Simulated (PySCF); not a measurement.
Isomers of C6H11NOSi. Level of theory: PySCF 2.14.0, PBE0-D3(BJ)/def2-SVP geometry optimisation, gas phase. One conformer each; no zero-point energy, no entropy. No frequencies were run at this level. Point groups hold within 0.08 Å.

**Question.** Order them by energy at this level, lowest first, and give relative energies in kcal/mol.
A. `[CH3:1][C:2](=[O:3])[NH:4][C@@H:5]1[CH:6]=[CH:7][CH2:8][SiH2:9]1` with C1–C2–N4–C5 177°, C2–N4–C5–C6 142°, N4–C5–C6–C7 -145°, C6–C7–C8–Si9 20°, C7–C8–Si9–C5 -27°, N4–C5–Si9–C8 151°
B. `[CH3:1][O:2][CH2:3][SiH2:4][n:5]1[cH:6][cH:7][cH:8][cH:9]1` with C1–O2–C3–Si4 -92°, O2–C3–Si4–N5 175°, C3–Si4–N5–C6 -82°

**Answer.** A (0.0), B (16.0).

As drawn, the lower has a C=O bond, an N–H bond and a C(=O)–N unit, which the higher lacks; the higher has an aromatic ring, which the lower lacks.

| SMILES | E (Eh) | E rel (kcal/mol) | dipole (D) | point group | A, B, C (MHz) |
| --- | --- | --- | --- | --- | --- |
| CC(=O)N[C@@H]1C=CC[SiH2]1 | -653.85093 | 0.0 | 3.63 | C1 | 3144, 925.0, 752.1 |
| COC[SiH2]n1cccc1 | -653.82535 | 16.0 | 1.61 | C1 | 4068, 619.3, 592.2 |

**Question.** How do the relative energies change in single points at PBE0/pcSseg-1 (no added dispersion term) on the same geometries?

**Answer.** 
```csv
SMILES,PBE0-D3(BJ)/def2-SVP (kcal/mol),PBE0/pcSseg-1 (kcal/mol),shift
CC(=O)N[C@@H]1C=CC[SiH2]1,0.0,0.0,0.0
COC[SiH2]n1cccc1,16.0,15.2,-0.8
```

Each column counts from its own lowest isomer. The order is unchanged; the largest shift is 0.8 kcal/mol.
